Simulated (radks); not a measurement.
Results of a calculation; reference values are marked as such.
Excited configurations of the thulium ion Tm3+: one electron is placed in a higher orbital outside [Xe] 4f11. The ground configuration is [Xe] 4f12. Code: a radial shooting solver on a logarithmic mesh with Libxc functionals. Model: scalar-relativistic Kohn-Sham, BLYP, spin-polarised, spherical densities, finite nucleus; open shells are filled with parallel spins first (spin-orbit coupling, left out, can overturn this in heavy ions); Fermi nuclear charge, rms radius 5.2256 fm. Excitation = E - E(ground); binding = E(ion) - E, where the ion is the core of charge +4; n* = 4/sqrt(2 binding) in atomic units, and the quantum defect is n - n*.

outer orbital  excitation (eV)  binding (eV)     n*  quantum defect  eigenvalue (eV)  <r> (bohr)
5d                      11.821        32.922  2.571           2.429          -27.432       1.980
5f                      30.320        14.423  3.885           1.115          -11.989       4.106
6s                      14.020        30.723  2.662           3.338          -27.014       2.809
6p                      20.561        24.182  3.000           3.000          -21.149       3.312
6d                      28.555        16.188  3.667           2.333          -14.167       4.497
6f                      35.130         9.614  4.759           1.241           -8.296       7.173
7s                      28.407        16.336  3.650           3.350          -14.588       5.175
7p                      30.951        13.792  3.973           3.027          -12.237       5.913
7d                      34.529        10.215  4.616           2.384           -8.989       7.520
7f                      37.962         6.781  5.666           1.334           -5.961       10.91

The Delta-SCF ionisation energy is 44.743 eV (NIST Atomic Spectra Database: 42.41 eV, semi-empirical). Self-interaction in the functional shifts the binding energies and quantum defects, so they are the method's values and not measured ones. Open shells are spherical and high-spin; term and fine-structure splittings are not resolved. Spin-orbit splitting is averaged out at the scalar-relativistic level.
